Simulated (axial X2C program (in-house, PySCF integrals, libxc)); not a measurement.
SnTe: from the spin-free to the two-component result

All values were computed with an axial X2C code built on PySCF integrals. Spin-free means the one-electron spin-free X2C Hamiltonian; two-component (2c) means X2C with spin–orbit coupling and atomic mean-field two-electron Coulomb and Gaunt terms, so the difference of the two also holds small scalar two-electron terms. Basis: Te dyall-cv3z [11s12p8d4f1g], Sn dyall-cv3z [11s12p9d4f1g] (cores contracted in-house); Gaussian nuclei, density fitting, unrestricted open shells. Masses: Te 129.906 u, Sn 119.902 u.

Spin-free state: M_S = 0, Λ = 0 (closed shell); fragments Te + Sn.

```
level  Re (Å)  ωe (cm⁻¹)  De (eV)  μ (D)
 PBE0   2.521      267.2    4.015   2.48
  LDA   2.515      261.1    5.106   2.08
```

Dipoles are positive if Sn is the positive end.

Two-component determinant lowest at the distance of the search:

Ω = 0 (closed shell); fragments Te + Sn.

```tsv
level	Re (Å)	ωe (cm⁻¹)	μ (D)
PBE0	2.525	264.1	2.42
LDA	2.519	258.5	2.03
```

(1) From the two tables, how do the constants change at the PBE0 level (2c against spin-free)?

The state is one determinant whose occupation by symmetry is held fixed; it was picked as the lowest of a PBE0 search that is not exhaustive. The closed shell is kept restricted, so the energy runs too high when the bond is stretched far. De is counted from the lowest determinant-based energies of the atoms at the same level, without counterpoise correction. De is not given where an atomic determinant may have missed its ground term or J level, or where the truncated virtual space spoils (T). Without a current term, density functionals place determinants with orbital angular momentum somewhat too high.

## Answers

(1) At the PBE0 level Re increases by 0.004 Å and ωe falls by 3.1 cm⁻¹.
